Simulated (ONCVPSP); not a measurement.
## Configuration tests for Ce (Z = 58) (ONCV)

ONCVPSP 4.0.1 input, shortened (lines: element, Z, core and valence counts, functional; n l f; lmax; l rc ep ncon nbas qcut; lloc lpopt rc5 dvloc0; l nproj debl; icmod fcfact rcfact), PBE, scalar-relativistic:

```
  Ce 58.00    9    5        4      upf
    1    0    2.00
    2    0    2.00
    2    1    6.00
    3    0    2.00
    3    1    6.00
    3    2   10.00
    4    0    2.00
    4    1    6.00
    4    2   10.00
    4    3    1.00
    5    0    2.00
    5    1    6.00
    5    2    1.00
    6    0    1.00
    3
    0    2.70    0.00    4    7    5.40
    1    2.10    0.00    5    8    5.50
    2    2.95    0.00    4    8    5.60
    3    1.15    0.00    5   10   13.30
    4    2    1.05    4.00
    0    3    1.70
    1    2    1.80
    2    2    1.60
    3    2    4.00
    0    0.00    0.00
```

Energies are relative to the spin-unpolarised reference configuration 4f1 5s2 5p6 5d1 6s1; without spin polarisation the order of configurations can differ from experiment.

```
valence configuration  charge  ΔE all-electron (eV)  error AE − PS (meV)
  4f1 5s2 5p6 5d1 6s2       0                -6.070                 +0.7
  4f1 5s2 5p6 5d0 6s0      +3                30.259                 -3.5
```

(1) What are ΔE and the potential's error for 4f1 5s1 5p6 5d1 6s2?

(2) What are ΔE and the potential's error for 4f1 5s2 5p6 5d1 6s0?

Levels in the configuration 4f1 5s2 5p6 5d1 6s2:

```csv
level,all-electron (eV),pseudo (eV)
4f,-5.381,-5.351
5s,-40.590,-40.579
5p,-23.225,-23.226
5d,-3.059,-3.062
6s,-3.745,-3.744
```

Note: no bound ghost flagged; GHOST(+) flagged for s at 106.8 eV.

Answers

(1) ΔE = 39.666 eV all-electron; the error (AE − PS) is -167 meV.

(2) ΔE = 11.081 eV all-electron; the error (AE − PS) is -3.0 meV.
